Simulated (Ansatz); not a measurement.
Born–Oppenheimer molecular dynamics of BF2HS (5 atoms, charge 0, multiplicity 1). It starts at the highest image of a converged band, a first-order saddle point between two minima.

Theory: RKS B3LYP-D4/def2-SVPD in Ansatz 0.2.0.

| Quantity | Value |
| --- | --- |
| ensemble | NVE (velocity Verlet) |
| time step | 0.5 fs |
| steps asked | 200 |
| starting velocities drawn for | 100 K |
| seed | 2496 |

Frames 2.5 fs apart, positions in Å.

Velocities at 35.0 fs (Å/ps):

```
B 4.63 -8.58 -14.33
F -3.81 13.83 20.21
S 0.52 2.88 -8.26
H -5.21 -78.36 38.85
F 0.57 -9.65 -0.19
```

```xyz
5
Properties=species:S:1:pos:R:3 time_fs=35.0 energy_less_start_eV=-1.361 T=3593
B -0.035 0.315 -0.241
F -0.171 0.551 1.146
S 0.270 -1.435 -0.737
H 0.345 -2.504 -0.042
F -0.131 1.384 -0.988
5
Properties=species:S:1:pos:R:3 time_fs=37.5 energy_less_start_eV=-1.038 T=2776
B -0.024 0.292 -0.263
F -0.180 0.585 1.192
S 0.272 -1.427 -0.760
H 0.324 -2.675 0.098
F -0.129 1.359 -0.990
5
Properties=species:S:1:pos:R:3 time_fs=40.0 energy_less_start_eV=-0.833 T=2251
B -0.016 0.268 -0.251
F -0.188 0.617 1.228
S 0.274 -1.422 -0.786
H 0.285 -2.678 0.223
F -0.127 1.334 -0.995
5
Properties=species:S:1:pos:R:3 time_fs=42.5 energy_less_start_eV=-1.446 T=3828
B -0.013 0.248 -0.208
F -0.194 0.645 1.250
S 0.276 -1.422 -0.812
H 0.235 -2.481 0.273
F -0.125 1.306 -1.001
5
Properties=species:S:1:pos:R:3 time_fs=45.0 energy_less_start_eV=-2.010 T=5269
B -0.014 0.237 -0.139
F -0.199 0.668 1.260
S 0.279 -1.425 -0.836
H 0.182 -2.141 0.250
F -0.121 1.276 -1.008
5
Properties=species:S:1:pos:R:3 time_fs=47.5 energy_less_start_eV=-1.807 T=4756
B -0.018 0.239 -0.058
F -0.201 0.685 1.259
S 0.282 -1.426 -0.862
H 0.122 -1.829 0.310
F -0.117 1.242 -1.012
5
Properties=species:S:1:pos:R:3 time_fs=50.0 energy_less_start_eV=-1.432 T=3786
B -0.026 0.253 0.018
F -0.202 0.698 1.250
S 0.284 -1.422 -0.890
H 0.052 -1.632 0.519
F -0.112 1.204 -1.010
5
Properties=species:S:1:pos:R:3 time_fs=52.5 energy_less_start_eV=-0.566 T=1563
B -0.033 0.274 0.070
F -0.203 0.708 1.240
S 0.285 -1.415 -0.910
H 0.005 -1.515 0.653
F -0.107 1.165 -1.003
5
Properties=species:S:1:pos:R:3 time_fs=55.0 energy_less_start_eV=-0.431 T=1214
B -0.036 0.294 0.083
F -0.204 0.719 1.237
S 0.285 -1.406 -0.919
H -0.004 -1.477 0.621
F -0.103 1.126 -0.990
5
Properties=species:S:1:pos:R:3 time_fs=57.5 energy_less_start_eV=-0.975 T=2604
B -0.035 0.305 0.055
F -0.206 0.731 1.245
S 0.283 -1.395 -0.918
H 0.024 -1.526 0.436
F -0.099 1.091 -0.973
5
Properties=species:S:1:pos:R:3 time_fs=60.0 energy_less_start_eV=-0.939 T=2528
B -0.030 0.304 0.004
F -0.209 0.744 1.258
S 0.280 -1.381 -0.912
H 0.061 -1.686 0.247
F -0.096 1.065 -0.959
5
Properties=species:S:1:pos:R:3 time_fs=62.5 energy_less_start_eV=-1.464 T=3861
B -0.023 0.282 -0.040
F -0.211 0.753 1.269
S 0.277 -1.365 -0.907
H 0.069 -2.001 0.268
F -0.095 1.056 -0.955
```

Of the whole run (100 fs, mean temperature of the second half 2967 K): The conserved energy stayed within 1.8 meV per atom of its start (net change -0.96 meV per atom), so the integration is sound. The system heated up, since it started high on the potential surface and ran downhill. A run of 0.1 ps of so small a system gives no equilibrium averages. The orbitals stay closed-shell, which can raise the energy where a bond breaks towards radicals; this wasn't checked here.

Run time: 4.6 min on 2 threads of Arm Neoverse V2, on a shared host, peak memory 0.19 GiB.
